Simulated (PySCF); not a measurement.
## Potential energy of GeC along the bond

Set-up: Ge pcseg-1, C pcseg-1; no relativity (PySCF 2.14). Energies in eV from Ge + C in their ground configurations at the same level. All curves are PBE0. state 1: ³Π (triplet), unpaired electrons σ ↑, π ↑; state 2: ³Σ⁻ (triplet), unpaired electrons π ↑↑, a second solution, started from another occupation; state 3: Ms = 0 determinant of mixed spin (⟨S²⟩ near 1.0), unpaired electrons σ ↑, π ↓, a second solution, started from another occupation; state 4: Ms = 0 determinant of mixed spin (⟨S²⟩ near 1.0), unpaired electrons π ↑↓, a mixture of terms (⟨Lz²⟩ = 2.0), a second solution, started from another occupation.

```csv
R (Å),state 1,state 2,state 3,state 4
1.554,-2.462,-1.312,-2.163,-0.991
1.626,-3.156,-2.280,-2.857,-1.971
1.699,-3.537,-2.898,-3.236,-2.599
1.753,-3.670,-3.187,-3.367,-2.896
1.807,-3.705,-3.361,-3.399,-3.077
1.861,-3.667,-3.445,-3.353,-3.167
1.933,-3.538,-3.448,-3.205,-3.179
2.024,-3.302,-3.327,-2.931,-3.067
2.132,-2.972,-3.062,-2.559,-2.812
2.277,-2.518,-2.599,-2.071,-2.359
```

Question: Put a parabola through the three lowest points of the state 1 curve and estimate Re, k and ωe (reduced mass 10.32 u; 1 eV/Å² = 0.16022 mdyn/Å; ωe = 1302.8·√(k/μ) cm⁻¹).

Answer: Through R = 1.753, 1.807, 1.861 Å the second-order coefficient is 12.5 eV/Å², so Re ≈ 1.806 Å, k ≈ 4.01 mdyn/Å and ωe ≈ 812 cm⁻¹. A polynomial fit of higher order to the unrounded PBE0 energies gives Re = 1.803 Å, k = 4.05 mdyn/Å, ωe = 816 cm⁻¹; anharmonicity and rounding make the difference.

The higher-order fit for each curve: state 1: Re = 1.803 Å, ωe = 816 cm⁻¹, De = 3.71 eV; state 2: Re = 1.898 Å, ωe = 733 cm⁻¹, minimum 3.46 eV below the ground-state fragments; state 3: Re = 1.800 Å, ωe = 845 cm⁻¹, minimum 3.40 eV below the ground-state fragments; state 4: Re = 1.904 Å, ωe = 726 cm⁻¹, minimum 3.19 eV below the ground-state fragments.

⟨S²⟩ of the unrestricted solution departs from its pure value on part of the curve, where spin states mix. Spin–orbit coupling is left out. The state is the lowest determinant that a PBE0 search found; another state may lie lower at other levels.
